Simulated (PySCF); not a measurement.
Excitation energy of Sc by level of theory

Sc [Ar] 3d1 4s2 (2D) → Sc [Ar] 3d2 4s1 (4F), as a difference of total energies. All numbers are calculated (PySCF 2.14, the non-relativistic Hamiltonian (point nucleus), in aug-cc-pwCVTZ (10s9p7d4f3g, 127 functions)). Correlated levels: valence: [Ar] frozen; valence and next inner shell: [Ne] frozen; nothing frozen. The calculations carry no spin-orbit coupling.

```tsv
method	excitation energy (eV)	difference from reference (eV)
UHF	0.987	-0.440
LDA	0.530	-0.897
PBE	0.476	-0.951
PBE0	0.594	-0.833
revPBE	0.472	-0.955
PW91	0.459	-0.968
M06-2X	1.463	+0.036
MP2 (valence)	1.422	-0.005
SCS-MP2 (valence)	1.761	+0.334
MP2 (valence and next inner shell)	1.219	-0.208
SCS-MP2 (valence and next inner shell)	1.534	+0.107
MP2 (all electrons)	1.219	-0.208
SCS-MP2 (all electrons)	1.536	+0.109
```

Reference: 1.427 eV (measured; NIST levels, between the centres of gravity of the two terms).

These non-relativistic numbers lack the scalar-relativistic shift.

Errors of the correlated levels include the incompleteness of this basis and the frozen core.
